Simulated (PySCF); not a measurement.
Species: C₅H₅O₂S (doublet state).
Z-matrix (Å and degrees, GFN2-xTB geometry), rows numbered from 1:
```
C 
S   1  1.8147
C   2  1.7337  1   96.71
C   3  1.3362  2  131.02  1    18.61
C   4  1.4732  3  108.34  2  -178.88
C   5  1.5405  4  101.37  3    -9.36
O   6  1.1933  5  127.18  4  -173.77
O   6  1.3454  5  108.89  4     5.17
H   1  1.0846  2  107.73  3  -157.96
H   1  1.0883  2  107.44  3   -37.86
H   1  1.0858  2  109.69  3    81.92
H   5  1.0903  4  114.01  3  -128.74
H   5  1.0923  4  113.33  3   107.31
```

The hyperfine couplings belong to this conformer and change with its torsions.

Identity: `CSC1=[C]CC(=O)O1` [radical].

Computed, not measured: PySCF 2.14.0, UKS B3LYP, pcH-1 on C H O S, non-relativistic, mean-field spin-orbit, GIAO. One conformer (not necessarily the lowest) at the GFN2-xTB geometry, without solvent, vibrations or thermal averaging. The geometry wasn't refined by DFT: couplings that depend on bond lengths, twists or pyramidal angles can differ widely from those at the functional's own minimum. No stability test was run, so a lower SCF solution isn't excluded.

What is the g tensor, term by term?

```json
{"Δg (ppm)": "relativistic mass correction", "1": "-182", "2": "-182", "3": "-182"}
{"Δg (ppm)": "gauge correction", "1": "30", "2": "29", "3": "11"}
{"Δg (ppm)": "orbital Zeeman/spin–orbit", "1": "-1717", "2": "459", "3": "2839"}
{"Δg (ppm)": "total", "1": "-1868", "2": "305", "3": "2668"}
```

So g = 2.00045, 2.00262, 2.00499 and g_iso = 2.00269; the tensor is rhombic: the two nearest values differ by 48 % of g3 − g1. Axes: g1 points within 3° of the C3–C4 bond.

How much does each term add to the isotropic shift?

The orbital-Zeeman/spin–orbit term 527, the mass correction -182 and the gauge correction 23 ppm, for a total of 369 ppm. The orbital-Zeeman/spin–orbit term is the largest in size. The mass correction is the same along every axis, so the anisotropy comes from the other two: their spans along these axes are 19 (gauge) and 4556 ppm (orbital Zeeman/spin–orbit).

What are the electron Larmor frequencies g μB B/h along the three axes at 340 mT?

9.5196, 9.5299, 9.5412 GHz for g1, g2 and g3, a range of 21.6 MHz.

In a frozen sample, at which fields do the three g values resonate at 9.5, 34, 94 and 263 GHz (hyperfine left aside), and which band first spreads them over more than twice a line width of 0.3 mT?

```
band    GHz  B(g3) mT  B(g2) mT  B(g1) mT  spread mT
   X    9.5    338.53    338.93    339.30       0.77
   Q   34.0   1211.59   1213.02   1214.34       2.75
   W   94.0   3349.69   3353.64   3357.29       7.60
   J  263.0   9372.00   9383.06   9393.26      21.25
```

The spread grows in proportion to the frequency. X band is the first where it exceeds 0.6 mT.

The largest Mulliken spin populations are on C4 (+0.93) and C3 (-0.07). C4 is the only atom above +0.15. The positive populations add up to 1.09 and the negative ones to -0.09, together 2S = 1.

The HOMO–LUMO gaps are 5.56 eV among the α and 2.42 eV among the β orbitals.

Time: 96 s of wall time (grids of density and orbitals included); peak memory 1.0 GiB. Hardware: an Arm Neoverse V1 with one thread (shared host).
